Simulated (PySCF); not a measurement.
**Spinor energies of Ti (titanium, neutral)**

Start: [Ar] 3d2 4s1 4p1; 3d5/2 filled at m_j = +3/2, +5/2; 4s1/2 filled at m_j = +1/2; 4p3/2 filled at m_j = +3/2. Calculated with PySCF 2.14 in x2c-TZVPall-2c with one added diffuse shell each of s, p, d type (7s8p5d1f, 63 functions): generalised Hartree-Fock with the X2C-1e Hamiltonian and a Gaussian nucleus; one run each with spin-orbit coupling (SO) switched off, then screened by Boettger's factors. This is a chosen level, not necessarily the ground level.

| spinor shell | electrons | ε, spin-free (eV) | ε, screened SO (eV) | weight of nominal j (screened SO) | rms radius, screened SO (bohr) |
| --- | --- | --- | --- | --- | --- |
| 1s1/2 | 2 | -5018.8 | -5018.8 | 1.000 | 0.0804 |
| 2s1/2 | 2 | -590.19 | -590.20 | 1.000 | 0.350 |
| 2p1/2 | 2 | -485.90 | -489.76 | 0.996 | 0.318 |
| 2p3/2 | 4 | -485.90 | -484.04 | 0.998 | 0.321 |
| 3s1/2 | 2 | -80.057 | -80.075 | 1.000 | 1.08 |
| 3p3/2 | 4 | -49.962 | -50.538 | 0.856 | 1.18 |
| 3p1/2 | 2 | -49.962 | -48.872 | 0.711 | 1.18 |
| 3d5/2 | 2 | -12.794 | -12.793 | 0.898 | 1.72 |
| 4s1/2 | 1 | -8.282 | -8.287 | 0.996 | 3.80 |
| 4p3/2 | 1 | -4.800 | -4.789 | 1.000 | 4.75 |

```json
{"quantity": "E (hartree)", "spin-free": "-852.69561", "screened SO": "-852.70085"}
{"quantity": "M_J", "spin-free": "6", "screened SO": "6"}
{"quantity": "⟨J²⟩", "spin-free": "42.015", "screened SO": "42.015"}
{"quantity": "⟨L²⟩", "spin-free": "20.014", "screened SO": "20.015"}
{"quantity": "⟨S²⟩", "spin-free": "6.000", "screened SO": "6.001"}
```

Each row is a mean over spinors that exchange with the open shell spreads, by up to 7.446 eV (3p3/2).

Rows whose weight is well below 1 are mixtures of j = l ± 1/2: exchange outweighs spin-orbit coupling there, and the label is only the starting occupation.

Without spin-orbit coupling the j labels of p, d and f shells carry no meaning; the spin-free column gives the mean over the occupied spinors of each nl shell.
